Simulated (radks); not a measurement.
Pd XXXI, 16 electrons, occupied as [Ne] 3s2 3p4.

Calculated with a radial shooting solver on a logarithmic mesh with Libxc functionals: Dirac Kohn-Sham, PBE, spin-unpolarised, spherical densities, point nucleus; open shells fill j = l - 1/2 first.

Energy parts (eV):
part                       energy
total                 -119336.440
kinetic                125454.925
electron-nucleus      -262019.011
Hartree                 19778.805
exchange-correlation    -2551.159

Orbitals (lengths in bohr, moments of r in powers of bohr; r(90%) holds 90 % of the orbital's charge):
orbital  occ.  eigenvalue (eV)      <r>  r(90%)     <r^2>  small-component weight
1s1/2       2        -25697.48  0.03185  0.0571  0.001371                2.83e-02
2s1/2       2        -5023.026   0.1364   0.211   0.02193                6.05e-03
2p1/2       2        -4782.515   0.1157   0.189   0.01638                6.03e-03
2p3/2       4        -4619.748   0.1205   0.195   0.01763                5.80e-03
3s1/2       2        -1874.933   0.3385   0.492    0.1304                2.16e-03
3p1/2       2        -1788.431   0.3241   0.481    0.1213                2.12e-03
3p3/2       2        -1750.180   0.3316   0.491    0.1267                2.06e-03
3d3/2       0        -1621.081   0.2914   0.445   0.09821                1.95e-03
3d5/2       0        -1612.295   0.2937   0.448   0.09964                1.93e-03
4s1/2       0        -963.2271   0.6445   0.907    0.4669                1.06e-03
4p1/2       0        -927.1406   0.6378   0.907    0.4607                1.04e-03
4p3/2       0        -912.9984   0.6480   0.920    0.4752                1.02e-03

The highest occupied level is 3p3/2 at -1750.2 eV. For comparison, the ionisation energy in NIST's Atomic Spectra Database is 1781 eV (semi-empirical). In exact Kohn-Sham theory the highest level is minus the ionisation energy, but local and semilocal functionals leave it too shallow, through self-interaction and a potential that decays too fast; potentials with the right tail come closer. Summed over all electrons, <r^2> = 0.9068 bohr^2, which gives a Langevin (diamagnetic) susceptibility term of -0.718 x 10^-6 cm^3/mol. The density falls to 0.001 e/bohr^3 at r = 0.93 bohr.

Beside tabulated values, note that spin-unpolarised runs miss the spin-polarisation part of the exchange energy of open shells.
